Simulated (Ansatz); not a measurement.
Z-matrix (Å, degrees):
```
Ge
Si 1 2.381
H 1 1.538 2 110.3
H 1 1.538 2 111.6 3 -120.6
H 1 1.539 2 109.8 3 118.9
Si 2 2.336 1 109.4 3 -50.3
H 2 1.489 1 109.5 3 -172.5
H 2 1.489 1 109.6 3 69.0
Si 6 2.337 2 109.1 1 54.9
H 6 1.490 2 110.4 1 174.7
H 6 1.490 2 109.6 1 -65.9
Ge 9 2.384 6 110.3 2 51.6
H 9 1.489 6 109.7 2 -68.4
H 9 1.490 6 110.2 2 172.7
Ge 12 2.425 9 113.1 6 -84.7
H 12 1.542 9 109.6 6 155.1
H 12 1.541 9 109.7 6 37.5
H 15 1.539 12 109.9 9 -173.5
H 15 1.537 12 111.2 9 66.5
H 15 1.537 12 110.0 9 -53.8
```

The species carries charge 0 and has multiplicity 1.

Question: List the B3LYP/def2-TZVPP orbital energies in eV (Ansatz). (Estimate.)

Answer: The calculation gave: Occupied: -10850.19, -10850.15, -10850.13, -1799.02, -1799.01, -1798.92, -1354.60, -1354.57, -1354.54, -1205.50, -1205.49, -1205.49, -1205.47, -1205.46, -1205.46, -1205.44, -1205.43, -1205.43, -169.10, -169.06, -169.05, -143.59, -143.58, -143.51, -119.36, -119.34, -119.34, -119.31, -119.30, -119.29, -119.29, -119.29, -119.29, -98.91, -98.90, -98.89, -98.89, -98.88, -98.88, -98.82, -98.81, -98.81, -32.99, -32.93, -32.92, -32.88, -32.87, -32.86, -32.86, -32.84, -32.83, -32.82, -32.79, -32.79, -32.79, -32.79, -32.75, -16.41, -15.90, -15.27, -14.42, -13.69, -12.94, -10.39, -10.22, -9.80, -9.66, -9.53, -9.52, -9.27, -9.18, -8.89, -8.33, -8.05, -7.71, -7.55. Lowest empty: -0.69, -0.63, -0.35, -0.27, -0.16, 0.07, 0.20, 0.39.

B3LYP here is the variant with VWN-RPA as its local correlation; programs differ in this.
